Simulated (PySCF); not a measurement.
PySCF 2.14 output of an unrestricted M06-L calculation on a single atom or ion in x2c-SVPall, with scalar relativity by spin-free X2C-1e:

```
SCF conv_tol = 1e-09
number electrons alpha = 12  beta = 10
    Y. Zhao and D. G. Truhlar.,  J. Chem. Phys. 125, 194101 (2006)
    Y. Zhao and D. G. Truhlar.,  J. Chem. Phys. 125, 194101 (2006)
    Y. Zhao and D. G. Truhlar.,  Theor. Chem. Acc. 120, 215 (2008)
cycle= 1 E= -853.514561229958  delta_E= -0.00735  |g|= 0.0149  |ddm|= 0.565
cycle= 2 E= -853.514706718037  delta_E= -0.000145  |g|= 0.00976  |ddm|= 0.128
cycle= 3 E= -853.514789959184  delta_E= -8.32e-05  |g|= 0.000306  |ddm|= 0.026
cycle= 4 E= -853.514790120346  delta_E= -1.61e-07  |g|= 1.07e-05  |ddm|= 0.00393
cycle= 5 E= -853.514790120489  delta_E= -1.44e-10  |g|= 7.58e-07  |ddm|= 0.000111
converged SCF energy = -853.514790120489  <S^2> = 2.0013744  2S+1 = 3.0009161
```

The run itself started from symmetry-adapted Hartree-Fock orbitals and held the occupation by maximum overlap, on a logarithmic radial grid, so the iterations belong to that start.

Task: Which element, charge and spin multiplicity is this?

Result: Ti (titanium, neutral), multiplicity 3; the state was [Ar] 3d2 4s2, high-spin 3F determinant.
